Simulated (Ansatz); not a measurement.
Diatomic AlCu, multiplicity 3 (not the ground state: that is measured with 2S+1 = 1). No spin–orbit coupling. Cu is treated without relativity.

Constants: fifth-degree fit in 1/R to seven points, most abundant isotopes. Runs in def2 and cc sets follow the lowest solution found near the PBE0 minimum.

Correlated levels freeze the inner cores; with def2 sets outer-core shells near the valence are correlated too.

The values were computed with Ansatz (a program for electronic structure) with Gaussian orbitals. 

Task: What bond length and harmonic frequency does PBE0/def2-TZVPP give?

Result: r_e = 2.337 Å, ω_e = 271 cm⁻¹.

Task: What bond length and harmonic frequency does wB97X-V/def2-TZVPP give?

Result: r_e = 2.347 Å, ω_e = 266 cm⁻¹.

Task: What bond length and harmonic frequency does CCSD(T)/def2-TZVPP give?

Result: r_e = 2.342 Å, ω_e = 268 cm⁻¹.
